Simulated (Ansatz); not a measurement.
`BBN` + HBr → `NBBr` + BH₃ at 298.15 K and 1 bar (cleavage of the B–B bond).

Gas-phase electronic energies from Ansatz, PBE0-D4/def2-TZVP geometries. CCSD(T)/CBS adds triple-zeta CCSD(T) − MP2 to the extrapolated MP2 energy (def2 sets, frozen cores). This one scheme is used for every species. For Br outer-core shells are correlated without core-valence functions, which leaves a few kJ/mol of doubt a bond. Scalar relativity is left out up to krypton. Each species was taken in one conformer, which may not be the lowest.

| species | CCSD(T)/CBS energy (Eh) | H − E (kJ/mol) | S (J/(mol·K)) |
| --- | --- | --- | --- |
| `BBN` | -107.29684 | 171.1 | 272.5 |
| HBr | -2573.91920 | 24.6 | 198.6 |
| `NBBr` | -2654.70322 | 120.2 | 279.8 |
| BH₃ | -26.55200 | 78.7 | 188.3 |

H − E and S are ideal-gas, rigid-rotor, harmonic terms from PBE0-D4/def2-TZVP, for one conformer and one mirror image of each species. 1 Eh = 2625.50 kJ/mol, R = 8.31446 J/(mol·K).

Question: By hand: ΔE, ΔH, ΔS and ΔG.

Answer: ΔE = (-2654.70322) + (-26.55200) − (-107.29684) − (-2573.91920) = -0.03918 Eh = -102.9 kJ/mol. Δ(H − E) = 120.2 + 78.7 − 171.1 − 24.6 = 3.2, so ΔH = -99.7 kJ/mol. ΔS = 279.8 + 188.3 − 272.5 − 198.6 = -3.0 J/(mol·K). ΔG = -99.7 − 298.15 × (-3.0)/1000 = -98.8 kJ/mol.

Question: By hand: the equilibrium constant, and the temperature at which ΔG would vanish if ΔH and ΔS stayed fixed.

Answer: log₁₀ K = −ΔG/(RT ln 10) = 17.3. ΔG = 0 at ΔH/ΔS = 33233 K, far beyond where these terms or the molecules hold.

The number of gas molecules stays the same, so ΔS is small and ΔH decides. A doubt of 5 kJ/mol in ΔE shifts log₁₀ K by 0.9 here. Other conformers and mirror images would add mixing entropy, several J/(mol·K) or more a flexible species. These are equilibria of isolated gas molecules and say nothing of rates. Largest T1 diagnostic: 0.013 (customary marks: 0.02 for closed shells, 0.045 for open ones).
